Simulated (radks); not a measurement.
F4+, 5 electrons, occupied as [He] 2s1.5 2p1 3s0.5 (fractional occupations, a model configuration). All-electron calculation, scalar-relativistic Kohn-Sham, LDA (Slater exchange, Perdew-Wang correlation), spin-polarised, spherical densities, point nucleus; open shells are filled with parallel spins first. Program: a radial shooting solver on a logarithmic mesh with Libxc functionals.

Normalised radial functions P(r) = r R(r), r in bohr:

```
   r/bohr * 3s down (the largest magnitude, 0.772, reaches the edge; | marks zero)
 0.006225                             |*
 0.006963                             | *
 0.007851                             | *
 0.008781                             | *
 0.009822                             | *
  0.01099                             | *
  0.01229                             |  *
  0.01385                             |  *
   0.0155                             |  *
  0.01733                             |  *
  0.01939                             |   *
  0.02169                             |   *
  0.02426                             |    *
  0.02735                             |    *
  0.03059                             |    *
  0.03421                             |     *
  0.03827                             |     *
   0.0428                             |      *
  0.04826                             |      *
  0.05398                             |       *
  0.06038                             |       *
  0.06753                             |       *
  0.07554                             |       *
  0.08517                             |        *
  0.09526                             |        *
   0.1066                             |       *
   0.1192                             |       *
   0.1333                             |      *
   0.1503                             |     *
   0.1681                             |    *
    0.188                             |   *
   0.2103                             | *
   0.2352                             *
   0.2631                           * |
   0.2967                        *    |
   0.3318                     *       |
   0.3712                   *         |
   0.4151                 *           |
   0.4643               *             |
   0.5236              *              |
   0.5856              *              |
    0.655              *              |
   0.7326                 *           |
   0.8195                    *        |
   0.9239                         *   |
    1.033                             |*
    1.156                             |      *
    1.293                             |            *
    1.446                             |                 *
     1.63                             |                      *
    1.824                             |                         *
     2.04                             |                          *
    2.282                             |                         *
    2.552                             |                       *
    2.854                             |                   *
    3.218                             |              *
      3.6                             |          *
    4.026                             |      *
    4.504                             |   *
    5.037                             | *
     5.68                             |*
    6.353                             *
    7.106                             *
```

3s down (empty): eigenvalue -40.379 eV, 2 radial nodes at r = 0.233, 1.01 bohr, <r> = 2.20 bohr, 90 % of the charge inside 3.21 bohr.
